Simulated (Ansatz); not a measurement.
Ge(F)(Cl)2(OH) (Cl2FGeHO), SMILES [OH][Ge]([F])([Cl])[Cl].

Geometry optimised at B3LYP-D3(BJ)/def2-SVP. This is a generated structure with no PubChem entry under its InChIKey; it may be hypothetical. The values are those of a single conformer.

Two levels are set side by side: PBE/def2-SVPD (Ansatz, a first-principles code) and CAM-B3LYP/def2-SVPD (Ansatz). Energy differences of separate SCF runs at the same geometry; the states with an electron removed or added have multiplicity 2 and 2. Differences are taken from unrounded values.

```json
[
 {"quantity": "vertical ionisation energy (eV)", "PBE": "11.39"},
 {"quantity": "vertical singlet–triplet gap (eV)", "PBE": "5.39"}
]
```

Task: These are the PBE values. What does CAM-B3LYP give? (The exact figures need the calculation; the answer reports its results.)

Result: 
```tsv
quantity	CAM-B3LYP	PBE minus CAM-B3LYP
vertical ionisation energy (eV)	12.36	-0.98
vertical singlet–triplet gap (eV)	6.32	-0.93
```
